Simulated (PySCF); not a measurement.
```xyz
18

Si    -3.0280     0.6689    -0.4890
C     -1.2867     0.0391    -0.1499
C     -0.1776     0.8364    -0.4242
C      1.1268     0.3781    -0.1756
C      2.3863     1.0358    -0.3858
C      3.4433     0.2628    -0.0200
S      2.9777    -1.2910     0.5939
C      1.2980    -0.9198     0.3635
C      0.2076    -1.7451     0.6501
C     -1.0589    -1.2482     0.3875
Cl    -2.4309    -2.2586     0.7368
H     -3.7349    -0.1889    -1.4854
H     -3.8400     0.7306     0.7619
H     -2.8861     2.0487    -1.0470
H     -0.3183     1.8377    -0.8405
H      2.4860     2.0426    -0.7931
H      4.5017     0.5166    -0.0744
H      0.3341    -2.7457     1.0655
```

Charge 0, multiplicity 1.

Question: Give the Mulliken and meta-Löwdin atomic charges from ωB97X-D3(BJ)/def2-TZVP // PBE0-D3(BJ)/def2-SVP (PySCF).

Answer: 
```csv
atom,Mulliken (e),meta-Löwdin (e)
Si1,0.23,0.52
C2,-0.02,-0.25
C3,-0.28,-0.09
C4,0.15,-0.01
C5,-0.26,-0.15
C6,-0.13,-0.23
S7,0.08,0.25
C8,0.07,-0.09
C9,-0.30,-0.13
C10,0.10,0.03
Cl11,-0.09,-0.06
H12,-0.03,-0.10
H13,-0.03,-0.10
H14,-0.05,-0.11
H15,0.13,0.12
H16,0.14,0.13
H17,0.16,0.14
H18,0.14,0.13
```
